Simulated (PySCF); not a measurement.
NMR data simulated for an unnamed compound:

1H NMR (400 MHz, computed): δ 7.17 (s, 1H), 4.98 (s, 6H), 2.67 (s, 3H).

13C{1H} NMR (computed): δ 156.3 (C), 144.2 (CH), 117.0 (C), 15.2 (CH3).

One averaged value for each set of equivalent atoms, one conformer, no solvent model, non-relativistic Hamiltonian. GFN2-xTB structure; NMR shieldings at PBE0/pcSseg-1/GIAO; PySCF 2.14.

Scale: TMS for 1H and 13C (reference shieldings calculated alike).

Q: Which of these does the molecule contain: an N-methyl group, a three-membered ring, a heteroaromatic ring, a Si–H bond, an S-methyl group?

A: 
- An N-methyl group: no.
- A three-membered ring: no.
- A heteroaromatic ring: yes.
- A Si–H bond: yes (δH 4.98 (s)).
- An S-methyl group: no.

The data belong to SMILES C1(C)=C(N([SiH3])[SiH3])OC=N1, C4H10N2OSi2; they needn't prove each group on their own.

Carbon signals by region: 3 in the sp2 and nitrile region (100–160 ppm), 1 below 50 ppm.

Shifts are as computed. Against solution values, carbons near 30 ppm lie about +3 ppm off and those near 130 ppm about +5 ppm. Of 1309 compounds with measured shifts, 239 miss one by over three times the rms of a fit or turn the order of signals round; such compounds aren't used in these exercises. No couplings were computed; multiplicities are counted from neighbouring protons, with m where these are inequivalent, close in shift, in a saturated or five-membered ring or joined by F or P, and br s for small geminal =CH2 splittings.
